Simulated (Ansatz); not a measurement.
C2H7AlO2 (SMILES CC[O][AlH][OH]), singlet, at a GFN2-xTB geometry (such geometries of metal compounds can be far from the true shape), with bond 10-7 at 1.8 times its length; CASSCF(4,5)/STO-3G (Ansatz, a program for electronic structure).

Input for Ansatz:
Ansatz 0.2 input:
```yaml
crystal:
  periodic: [false, false, false]
  atoms:
    - {symbol: Al, position_ang: [0.31749978, -0.25262568, 1.15443645]}
    - {symbol: H, position_ang: [0.62242307, -1.70768518, 1.31745954]}
    - {symbol: O, position_ang: [0.55390032, 0.67666962, 2.48672999]}
    - {symbol: H, position_ang: [0.69302469, 1.21050334, 3.25542679]}
    - {symbol: O, position_ang: [-0.21956599, 0.22685603, -0.32803958]}
    - {symbol: C, position_ang: [-0.62972894, 0.42671272, -1.64753553]}
    - {symbol: C, position_ang: [-0.30511129, -0.78275227, -2.51558982]}
    - {symbol: H, position_ang: [-1.71152904, 0.61049307, -1.65780446]}
    - {symbol: H, position_ang: [-0.12506718, 1.31567383, -2.04645916]}
    - {symbol: H, position_ang: [-1.20599154, -2.36808753, -1.80427583]}
    - {symbol: H, position_ang: [-0.63368828, -0.61013580, -3.53731377]}
    - {symbol: H, position_ang: [0.76730671, -0.96318916, -2.50933872]}
basis:
  gaussian:
    orbitals: STO-3G
hamiltonian:
  xc: hf
magnetization: {spin_polarized: false}
correlation: {active_space: {window: {electrons: 4, orbitals: 5}}}
```

The log (banner, timings and long lists left out):

```
Functional definition: HF
478 factors; integrals over basis functions are off by at most 5.4e-5 eV
mean field evaluation 1: about -12659.8439 eV, gradient 3.3e1 eV
mean field evaluation 2: about -12660.0169 eV, gradient 3.3e1 eV
mean field evaluation 4: about -12663.9209 eV, gradient 2.4e0 eV
mean field evaluation 8: about -12663.9434 eV, gradient 1.2e-4 eV
mean field -12663.94344902 eV, -465.3913378224 hartree, gradient 9.9e-7 eV, S^2 0.000000; 0 other end points of the search recorded, 0 dependent functions left out
reference -12663.94344902 eV, -465.3913378224 hartree; 24, 24 occupied and 12, 12 virtual orbitals, 478 factors
state -12666.77529530 eV, -465.4954062536 hartree
Total energy: -12666.77529530 eV, -465.4954062536 hartree
```
